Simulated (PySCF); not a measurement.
4-cyclopentene-1,3-dione, C₅H₄O₂.
SMILES with atom numbers: `[O:1]=[C:2]1[CH:3]=[CH:4][C:5](=[O:6])[CH2:7]1`

The calculation used delta-SCF UKS SCAN, pcX-2 on the ionised atom, pcseg-1 elsewhere, spin-free X2C in PySCF 2.14.0. Each binding energy is the total energy of the core-ionised species, with the hole localised on one atom, minus that of the ground state; both are solved self-consistently, so orbital relaxation is included.

Some binding energies are withheld.

```csv
atom(s),bonded to,level,binding energy (eV)
C2/C5,O (double bond) and 2 C,C 1s,?
C3/C4,"C (double bond), C and H",C 1s,291.67
C7,2 C and 2 H,C 1s,291.55
O1/O6,C (double bond),O 1s,?
```

Task: Fill in O 1s for O1/O6.

Result: 538.02 eV (ketone oxygen).

Task: Fill in C 1s for C2/C5.

Result: 293.90 eV (ketone carbonyl carbon). The nearest listed C 1s value is that of C3/C4; the shift against it is +2.23 eV.

Lowest listed C 1s: C7, bonded to 2 C and 2 H. Highest, 2.35 eV above it: C2/C5, bonded to O (double bond) and 2 C. The widest gap between neighbouring values is 2.23 eV, between 291.67 and 293.90 eV. Summing the Pauling electronegativity differences to the bonded atoms, each weighted by its formal bond order, gives -0.70 for the lowest site and +1.78 for the highest; no listed site has a larger sum than the highest.

Task: Which photon wavelength matches the C 1s of C7 threshold?

Result: λ = hc/E = 12398.42 eV Å / 291.55 eV = 42.526 Å.

The first atom of each set that the bonding makes equivalent was ionised and stands for the set. Geometry: PBE0-D3(BJ)/def2-SVP; no solvent, vibrations or thermal averaging.
